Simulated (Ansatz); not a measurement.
Ansatz (a first-principles code) input:

Ansatz 0.2 input:
```yaml
crystal:
  periodic: [false, false, false]
  atoms:
    - {symbol: Nb, position_ang: [-0.00000000, -0.00000000, -0.67651132]}
    - {symbol: Cl, position_ang: [0.00000000, 0.00000000, 1.63158612]}
basis:
  gaussian:
    orbitals: def2-TZVPD
hamiltonian:
  xc: {name: CAM-B3LYP}
total_charge: 1
magnetization: {spin_polarized: true, initial_magnetization: 3}
```

Q: What final total energy does it print?

A: -516.83574 Eh (CAM-B3LYP/def2-TZVPD). The basis has 86 functions.

This state (charge 1, quartet) is run at the relaxed geometry of the species with charge 0 and multiplicity 5.
